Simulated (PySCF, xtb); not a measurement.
HfH₄, SMILES [HfH4], multiplicity 1.

Harmonic wavenumbers (cm⁻¹) from GFN2-xTB (xtb) at its own minimum, in rising order: 597, 597, 597, 728, 729, 1282, 1283, 1283, 1363.

What does PBE-D3(BJ)/def2-TZVPD in PySCF give at its own minimum? (An estimate is asked for; the answer gives what the named calculation found.)

542, 542, 542, 674, 674, 1673, 1673, 1673, 1732. Paired by order, the mean absolute difference is 201 cm⁻¹ and the zero-point energies are 12.1 and 13.9 kcal/mol.
